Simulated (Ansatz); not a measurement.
A nudged elastic band was laid between two geometries of Cl2H4Si2 + H2O (11 atoms, charge 0, multiplicity 1).

Level of theory: Ansatz 0.2.0, RKS B3LYP-D4/def2-SVP.

| Item | Value |
| --- | --- |
| movable images | 2 |
| climbing image | no |
| spring | 5.0 eV/Å² |
| optimiser | quadratic models (default) |
| start path | through a guess of the saddle point |
| force threshold | 0.03 eV/Å |
| iteration limit | 60 |
| end points | relaxed |

First end point:

```xyz
11
Properties=species:S:1:pos:R:3
Si -0.552 0.833 -0.942
Si 1.039 -0.832 -0.495
Cl -0.268 1.533 -2.889
Cl -0.212 2.458 0.344
H -1.980 0.458 -0.842
H -0.683 -1.054 2.218
O -0.961 -0.289 1.697
H 0.363 -2.145 -0.273
H 1.846 -0.470 0.707
H 1.966 -0.968 -1.660
H -0.558 0.476 2.135
```

Last end point:

```xyz
11
Properties=species:S:1:pos:R:3
Si -1.508 1.373 -0.359
Si 1.650 -1.335 0.126
Cl -1.145 0.031 -1.898
Cl 0.187 2.538 -0.149
H -2.661 2.221 -0.701
H 0.543 -0.880 1.022
O -1.865 0.579 1.032
H 1.172 -2.499 -0.669
H 2.793 -1.750 0.988
H 2.056 -0.216 -0.762
H -1.224 -0.061 1.370
```

Task: Which bonds break or form, and what moves?

Result: Bonds broken: Si1–Si2, H6–O7. Bonds formed: Si1–O7, Si2–H6. Cl2H4Si2 + H2O becomes Cl2H2OSi + H4Si.

Task: What energy profile does the band end with?

Result: The forces met the threshold. The highest image is number 1 of 0 to 3, 1.7 kcal/mol above the first end and 24.3 kcal/mol above the last; the last end lies 22.6 kcal/mol below the first. No image climbed, so the highest image needn't sit at the top of the path. A band with more images between the same ends climbed to 1.94 eV, so this one has probably stepped over the top. So few images can step over the top or miss a turn of the path. The orbitals stay closed-shell, which can raise the energy where a bond breaks towards radicals; this wasn't checked here.

| image | path coordinate (Å) | energy (kcal/mol) | Si1–Si2 (Å) | H6–O7 (Å) | Si1–O7 (Å) |
| --- | --- | --- | --- | --- | --- |
| 0 | 0.00 | 0.0 | 2.35 | 0.97 | 2.90 |
| 1 | 2.57 | 1.7 | 2.35 | 0.97 | 2.72 |
| 2 | 5.14 | 1.3 | 3.50 | 2.07 | 1.67 |
| 3 | 7.71 | -22.6 | 4.19 | 2.82 | 1.64 |

Task: What is the geometry of the highest image?

Result: 
```xyz
11
Properties=species:S:1:pos:R:3:forces:R:3
Si -0.664 0.610 -0.772 0.05 -0.03 -0.05
Si 1.027 -1.010 -0.555 -0.03 0.02 -0.03
Cl -0.583 0.948 -2.844 -0.01 0.04 -0.05
Cl -0.100 2.432 0.115 0.01 -0.03 0.00
H -2.089 0.351 -0.478 0.04 -0.04 0.01
H 0.011 -0.241 2.132 -0.07 0.00 0.09
O -0.888 0.014 1.874 0.06 -0.02 0.06
H 0.734 -2.129 -1.493 0.01 -0.01 -0.01
H 1.209 -1.578 0.817 -0.05 0.07 0.00
H 2.299 -0.338 -0.949 -0.01 -0.01 -0.03
H -0.955 0.940 2.151 0.00 0.01 0.02
```

The band took 19 iterations and about 3 core-minutes.

Time of the run: 98 s on 2 threads of Intel(R) Xeon(R) 6975P-C (Granite Rapids), on a shared host, peak memory 0.31 GiB.
